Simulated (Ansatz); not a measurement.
Coupled-cluster run, H$_{2}$OSZn (`[OH][Zn][SH]`).

```yaml
crystal:
  periodic: [false, false, false]
  atoms:
    - {symbol: O, position_ang: [-1.312232, -1.337274, -0.178520]}
    - {symbol: Zn, position_ang: [-0.241246, 0.074921, -0.129238]}
    - {symbol: S, position_ang: [1.030551, 1.805686, -0.209582]}
    - {symbol: H, position_ang: [-1.581916, -1.684623, 0.673305]}
    - {symbol: H, position_ang: [2.154643, 1.067689, -0.197365]}
basis:
  gaussian: {orbitals: def2-QZVPP}
correlation: {method: ccsd_t, frozen_orbitals: {H: 0, O: 1, S: 5, Zn: 9}}
```

```sh
$ ansatz run in.yaml --threads 2 --pin off --events-out ev --progress --plain --max-ram 22528MiB --backend cuda --devices 0, --max-vram 18GiB
```

The program prints (abridged):

```
Functional definition: HF
1829 factors; integrals over basis functions are off by at most 1.1e-3 eV
mean field evaluation 1: about -61263.1818 eV, gradient 4.3e1 eV
mean field evaluation 2: about -61263.3711 eV, gradient 4.4e1 eV
mean field evaluation 4: about -61266.9150 eV, gradient 4.1e0 eV
mean field evaluation 8: about -61266.9663 eV, gradient 7.0e-1 eV
mean field evaluation 16: about -61266.9681 eV, gradient 1.7e-6 eV
mean field -61266.96814317 eV, -2251.5195510189 hartree, gradient 1.6e-6 eV, S^2 0.000000; 0 other end points of the search recorded, 0 dependent functions left out
15 core orbitals not correlated: weight in the atoms' cores, before any rotation towards them, 1.000 or more for the frozen orbitals, at most 0.000 for the correlated occupied ones
reference -61266.96814317 eV, -2251.5195510189 hartree; 13, 13 occupied and 259, 259 virtual orbitals, 1829 factors
second order -27.31015264 eV of doubles, -0.00000000 eV of singles
cycle   1  -25.38721056 eV  change     1.9e0 eV  update   1.3e-1
cycle   2  -26.14472042 eV  change   -7.6e-1 eV  update   5.4e-2
cycle   3  -26.31135387 eV  change   -1.7e-1 eV  update   2.2e-2
cycle   4  -26.27847920 eV  change    3.3e-2 eV  update   7.8e-3
cycle   5  -26.26659371 eV  change    1.2e-2 eV  update   3.1e-3
cycle   6  -26.26988563 eV  change   -3.3e-3 eV  update   1.1e-3
cycle   7  -26.26985146 eV  change    3.4e-5 eV  update   3.8e-4
cycle   8  -26.26947028 eV  change    3.8e-4 eV  update   1.4e-4
cycle   9  -26.26955185 eV  change   -8.2e-5 eV  update   4.8e-5
cycle  10  -26.26961731 eV  change   -6.5e-5 eV  update   1.9e-5
cycle  11  -26.26957638 eV  change    4.1e-5 eV  update   8.6e-6
cycle  12  -26.26958338 eV  change   -7.0e-6 eV  update   4.0e-6
perturbative correction -1.06256729 eV, -0.0390486276 hartree
Total energy: -61294.30029384 eV, -2252.5239890296 hartree
```

It took 3.9 s on 2 threads of an AMD EPYC 7R13 on a shared host and a share of an NVIDIA H100 80 GB, with 0.82 GiB of host memory at the peak.

The correlation energy is -27.332 eV, 3.9 % of it from (T); the T1 diagnostic reads 0.0167.
